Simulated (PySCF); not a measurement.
## B2PLYP on F⁺ (fluorine, charge +1)

Configuration: [He] 2s1 2p4 3s1, high-spin 5P determinant (an excited configuration). Computed with PySCF 2.14 in aug-cc-pVTZ with one added diffuse shell each of s, p, d, f type (6s5p4d3f, 62 functions), with the non-relativistic Hamiltonian (point nucleus).

- Total energy, PT2 part included: -97.5732 hartree
- One-electron energy: -128.4794 hartree
- Hartree (Coulomb) energy: 40.4494 hartree
- Exchange-correlation energy: -9.5186 hartree
- Kinetic energy: 97.31996 hartree
- PT2 correlation before scaling by 0.27: -0.09115 hartree
- ⟨S²⟩: 6.0020
- ⟨L²⟩: 2.006
- Sum of ⟨r⟩: 8.130 bohr
- Sum of ⟨r²⟩: 17.24 bohr²
- Traceless quadrupole moment −½Σ⟨3z² − r²⟩ along its main axis: -0.227 e·bohr²
- Density at the nucleus (Gaussians lack the cusp): 423 bohr⁻³
- Spin density at the nucleus: 14.0 bohr⁻³
- Langevin diamagnetic susceptibility: -13.7 ×10⁻⁶ cm³/mol
- Time after the integrals: 0.97 s of wall time on 1 thread of Neoverse-V1 (shared host)

| shell | electrons | mean orbital energy (hartree) | spread (hartree) | rms radius, mean of both spins (bohr) |
| --- | --- | --- | --- | --- |
| 1s α | 1 | -26.83982 | 0 | 0.204 |
| 1s β | 1 | -26.66397 | 0 | 0.204 |
| 2s α | 1 | -2.59089 | 0 | 0.990 |
| 2p α | 3 | -1.78019 | 0.10826 | 1.02 |
| 2p β | 1 | -1.47302 | 0 | 1.02 |
| 3s α | 1 | -0.42528 | 0 | 3.47 |

The outer electron is Rydberg-like, and this basis confines it to a smaller radius and binds it less than a complete one would.

The orbital energies are those of the SCF part of the double hybrid.
